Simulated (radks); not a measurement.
Excited configurations of As I: one electron is placed in a higher orbital outside [Ar] 3d10 4s2 4p2. The ground configuration is [Ar] 3d10 4s2 4p3. Method: scalar-relativistic Kohn-Sham, PBE, spin-polarised, spherical densities, finite nucleus; open shells are filled with parallel spins first; Fermi nuclear charge, rms radius 4.0968 fm; computed with a radial shooting solver on a logarithmic mesh with Libxc functionals. Excitation = E - E(ground); binding = E(ion) - E, where the ion is the core of charge +1; n* = 1/sqrt(2 binding) in atomic units, and the quantum defect is n - n*.

| outer orbital | excitation (eV) | binding (eV) | n* | quantum defect | eigenvalue (eV) | <r> (bohr) |
|---|---|---|---|---|---|---|
| 5s | 6.238 | 3.661 | 1.928 | 3.072 | -2.105 | 6.055 |
| 5p | 7.449 | 2.451 | 2.356 | 2.644 | -1.365 | 8.140 |
| 7p | 9.041 | 0.858 | 3.981 | 3.019 | -0.561 | 26.05 |

The Delta-SCF ionisation energy is 9.900 eV (NIST Atomic Spectra Database: 9.789 eV, measured). Self-interaction in the functional shifts the binding energies and quantum defects, so they are the method's values and not measured ones. Open shells are spherical and high-spin; term and fine-structure splittings are not resolved.
